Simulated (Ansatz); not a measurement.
Total energies of ClGeH₅OSi (`[SiH3][O][GeH2][Cl]`).

```xyz
9

Si   -0.5064    1.3879    0.4944
O    -0.3053    0.2415   -0.6655
Ge    0.5051   -1.3155   -0.7370
Cl    0.1404   -2.3365    1.1202
H    -1.5709    0.9916    1.4507
H     0.7611    1.6006    1.2455
H    -0.8943    2.6449   -0.1908
H    -0.1472   -2.1124   -1.8656
H     2.0175   -1.1022   -0.8518
```

The species carries charge 0 and has multiplicity 1. Correlated methods include outer-core shells of Ge, which these sets cover unevenly. Scalar relativity is left out up to krypton. The geometry is a stationary point of PBE0-D4/def2-TZVP. It is one conformer, not always the lowest. Basis def2-TZVPP, the Gaussian-basis code of Ansatz.

RPA on PBE orbitals: Hartree–Fock energy of these orbitals -2901.67474 Eh, correlation -1.32947 Eh (frozen core).

```tsv
functional	energy without D4 (Eh)	D4 term (kJ/mol)
LDA (SPW92)	-2898.69487	–
PBE	-2904.33402	-21.1
revPBE	-2904.74197	-56.1
BLYP	-2905.10863	-45.3
r2SCAN	-2904.97993	-5.1
B97M-V	-2904.48260	–
PBE0	-2904.46107	-18.1
B3LYP	-2905.17020	-34.4
r2SCANh	-2904.96499	-5.5
r2SCAN0	-2904.94408	-6.1
HSE06 (plane-wave form)	-2904.44354	-17.1
BHLYP	-2905.03095	-29.0
CAM-B3LYP	-2905.20220	-18.7
LC-ωPBE	-2904.55288	–
ωB97X-V	-2904.75660	–
ωB97M-V	-2904.89122	–
B2PLYP	-2904.41602	–
PBE-QIDH	-2903.96326	–
```

B3LYP takes the VWN-RPA correlation (the form of Gaussian; ORCA's B3LYP/G). HSE06 is the plane-wave form, built on full-range PBE exchange. The double hybrids freeze the cores in their second-order part.

LC-ωPBE has ω = 0.4 bohr⁻¹.
